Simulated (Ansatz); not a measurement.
`C[Se][GeH2][Cl]` + HI → `[Cl][GeH2][I]` + `C[SeH]` at 600 K and 1 bar (ligand exchange at a Ge–Se bond).

Gas-phase electronic energies from Ansatz, PBE0-D4/def2-TZVP geometries. CBS: MP2 limit from def2 TZ/QZ plus the TZ coupled-cluster correction, frozen cores. def2 core potentials past Kr. For Ge, I, Se outer-core shells are correlated without core-valence functions, which leaves a few kJ/mol of doubt a bond. Scalar relativity is left out up to krypton. Each species was taken in one conformer, which may not be the lowest.

| species | CCSD(T)/CBS energy (Eh) | H − E (kJ/mol) | S (J/(mol·K)) |
| --- | --- | --- | --- |
| `C[Se][GeH2][Cl]` | -4977.71849 | 204.5 | 457.0 |
| HI | -298.03592 | 31.6 | 227.0 |
| `[Cl][GeH2][I]` | -2834.60434 | 86.3 | 381.5 |
| `C[SeH]` | -2441.15625 | 149.5 | 312.9 |

H − E and S are ideal-gas, rigid-rotor, harmonic terms from PBE0-D4/def2-TZVP, for one conformer and one mirror image of each species. 1 Eh = 2625.50 kJ/mol, R = 8.31446 J/(mol·K).

Question: By hand: ΔE, ΔH, ΔS and ΔG.

Answer: ΔE = (-2834.60434) + (-2441.15625) − (-4977.71849) − (-298.03592) = -0.00618 Eh = -16.2 kJ/mol. Δ(H − E) = 86.3 + 149.5 − 204.5 − 31.6 = -0.3, so ΔH = -16.5 kJ/mol. ΔS = 381.5 + 312.9 − 457.0 − 227.0 = 10.4 J/(mol·K). ΔG = -16.5 − 600 × (10.4)/1000 = -22.7 kJ/mol.

Question: By hand: the equilibrium constant, and the temperature at which ΔG would vanish if ΔH and ΔS stayed fixed.

Answer: log₁₀ K = −ΔG/(RT ln 10) = 2.0. ΔH and −TΔS have one sign here, so there is no such temperature.

TΔS isn't small against ΔH here. A doubt of 5 kJ/mol in ΔE shifts log₁₀ K by 0.4 here. Other conformers and mirror images would add mixing entropy, several J/(mol·K) or more a flexible species. Modes under 60 cm⁻¹, often nearly free rotors, make the harmonic entropy too high. These are equilibria of isolated gas molecules and say nothing of rates. Largest T1 diagnostic: 0.010 (customary marks: 0.02 for closed shells, 0.045 for open ones).

ΔS is within the doubt of such terms, so its sign, and with it that verdict, could turn.
